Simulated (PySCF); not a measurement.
This PySCF input asks for the NMR shieldings of `C#CC[C@@H](C=C)OC(C)C`, C9H14O; the geometry comes from GFN2-xTB.

```python
import basis_set_exchange as bse
import numpy as np
from pyscf import gto, dft
from pyscf.prop import nmr

atoms = """
C     3.888834   -1.507293   -0.107078
C     2.816461   -1.299037   -0.595098
C     1.513070   -1.042176   -1.164307
C     0.577843   -0.341337   -0.154435
C     1.165749    0.991143    0.220884
C     1.838645    1.218771    1.332579
O    -0.676933   -0.226574   -0.797611
C    -1.811186   -0.141616    0.044812
C    -3.021931   -0.437144   -0.835988
C    -1.948524    1.225604    0.717705
H     4.834099   -1.693720    0.307120
H     1.611340   -0.405298   -2.046650
H     1.050996   -1.983913   -1.471468
H     0.485517   -0.973840    0.744584
H     1.022914    1.767059   -0.518486
H     2.273615    2.179659    1.548898
H     1.990248    0.447592    2.069980
H    -1.730899   -0.915651    0.829194
H    -3.929917   -0.440584   -0.239597
H    -3.102878    0.322492   -1.608708
H    -2.904446   -1.405140   -1.315518
H    -2.854160    1.249905    1.318334
H    -1.095037    1.426248    1.360833
H    -2.005156    2.004616   -0.038762
"""
names = dict.fromkeys(["C", "O", "H"], "pcSseg-1")
basis = {el: gto.basis.parse(bse.get_basis(n, elements=[el], fmt="nwchem")) for el, n in names.items()}
mol = gto.M(atom=atoms, basis=basis, charge=0, verbose=0)
mf = dft.RKS(mol, xc="PBE0")
mf.grids.level = 2
mf.grids.alignment = dft.numint.BLKSIZE   # the property module wants whole blocks of grid points
mf.conv_tol = 1e-9
mf.kernel()

calc = nmr.RKS(mf)   # GIAO
C = mf.mo_coeff
Co = C[:, mf.mo_occ > 0]
resp = mf.gen_response(singlet=True, hermi=2)
def vind(x):   # induced exchange potential for any number of trial vectors
    d = np.einsum("pi,xij,qj->xpq", C, 2 * x.reshape(-1, C.shape[1], Co.shape[1]), Co, optimize=True)
    return np.einsum("xpq,pi,qj->xij", resp(d - d.transpose(0, 2, 1)), C, Co, optimize=True).ravel()
mo1, _ = nmr.rhf.solve_mo1(calc, with_cphf=vind)
sigma = calc.kernel(mo1)
for i, s in enumerate(sigma):   # ppm
    w = np.linalg.eigvalsh((s + s.T) / 2)
    print("%2d %-2s iso %8.1f  s11 %8.1f  s22 %8.1f  s33 %8.1f" % (i, mol.atom_pure_symbol(i), w.mean(), *w))
```

**Question.** Give the expected output.

**Answer.** 
```
 0 C  iso    109.4  s11     34.2  s22     40.2  s33    253.9
 1 C  iso    100.5  s11      3.2  s22      5.6  s33    292.6
 2 C  iso    157.8  s11    133.8  s22    163.3  s33    176.2
 3 C  iso     98.8  s11     75.6  s22     85.8  s33    135.0
 4 C  iso     34.5  s11    -83.0  s22     44.7  s33    141.7
 5 C  iso     62.8  s11    -49.5  s22     72.3  s33    165.5
 6 O  iso    233.8  s11    211.4  s22    234.2  s33    255.8
 7 C  iso    108.3  s11     82.1  s22     86.6  s33    156.2
 8 C  iso    160.0  s11    139.6  s22    153.5  s33    186.9
 9 C  iso    161.3  s11    146.0  s22    156.2  s33    181.6
10 H  iso     30.4  s11     24.8  s22     25.4  s33     41.0
11 H  iso     29.4  s11     24.7  s22     29.6  s33     33.9
12 H  iso     29.0  s11     23.6  s22     29.4  s33     34.1
13 H  iso     28.0  s11     25.7  s22     27.8  s33     30.4
14 H  iso     25.6  s11     22.5  s22     26.1  s33     28.2
15 H  iso     26.2  s11     23.1  s22     25.5  s33     29.9
16 H  iso     26.2  s11     21.7  s22     26.3  s33     30.5
17 H  iso     28.0  s11     25.6  s22     27.5  s33     31.0
18 H  iso     30.8  s11     26.7  s22     28.4  s33     37.4
19 H  iso     30.5  s11     27.4  s22     28.9  s33     35.1
20 H  iso     30.2  s11     25.9  s22     28.5  s33     36.3
21 H  iso     31.0  s11     26.7  s22     28.7  s33     37.5
22 H  iso     29.4  s11     23.2  s22     30.3  s33     34.7
23 H  iso     30.9  s11     28.2  s22     29.2  s33     35.4
```

These numbers come from an equivalent density-fitted implementation of the same equations, which agrees with the script to about 0.01 ppm for H and up to a few tenths of a ppm for heavy atoms, so last digits may differ.

**Question.** Turn these shieldings into chemical shifts. References, each an isolated molecule treated in the same way: 13C (σ = 186.93 ppm), 1H (σ = 31.72 ppm) vs TMS; 17O (σ = 336.08 ppm) vs H2O.

**Answer.** Averaging equivalent atoms: C 4: 152.5; C 5: 124.1; C 3: 88.1; C 1: 86.5; C 7: 78.6; C 0: 77.5; C 2: 29.2; C 8: 26.9; C 9: 25.7; O 6: 102.3; H 14: 6.11; H 15: 5.54; H 16: 5.53; H 13: 3.72; H 17: 3.69; H 12: 2.67; H 11: 2.32; H 10: 1.35; H 21/22/23: 1.30; H 18/19/20: 1.21 ppm. Experimental scales use liquid or dissolved standards, which lie at an offset from isolated H2O (liquid H2O: subtract about 36 ppm).

Size and cost of the density-fitted run: 240 basis functions, 56 s wall time on 1 thread of an Arm Neoverse V1, shared host.
